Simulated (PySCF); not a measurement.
## Continuum solvent and chemical shifts

Mapped SMILES: `[O:1]=[C:2]([O-:3])[O:4][CH:5]([F:6])[F:7]`. Hydrogens are named by the atom that carries them.

GIAO PBE0/pcSseg-1 in PySCF 2.14 on one PBE0-D3(BJ)/def2-SVP conformer, non-relativistic, equivalent nuclei averaged. Solvents enter as an IEF-PCM continuum (tetrahydrofuran with ε = 7.4, acetone with ε = 20.5) around the gas-phase geometry. Shifts are referred to TMS, CFCl3 computed in the same medium.

In tetrahydrofuran, δ in ppm: C2 148.9, C5 124.9, F6/F7 -95.6, H(C5) 6.60. Dipole moment 4.46 D.

Q: How does each δ change in the more polar medium?

A: 
| atoms | environment | Δδ, acetone |
| --- | --- | --- |
| C2 | carbonate carbon | +0.3 |
| C5 | sp3 CH bonded to 2 F and O | +0.1 |
| F6/F7 | fluorine of a CF2 group | +0.3 |
| H(C5) | hydrogen on an sp3 CH bonded to 2 F and O | +0.03 |

Changes are relative to tetrahydrofuran. The dipole moment becomes 4.54 D in acetone.

Q: Which nuclei move most (in ppm), and what does the model miss?

A: C2 (carbonate carbon, +0.3 ppm) and F6/F7 (fluorine of a CF2 group, +0.3 ppm) in acetone. A continuum only polarises the solute; specific hydrogen bonds, the anisotropy of aromatic solvents and changes of geometry or conformer are outside it, as are counter-ions.
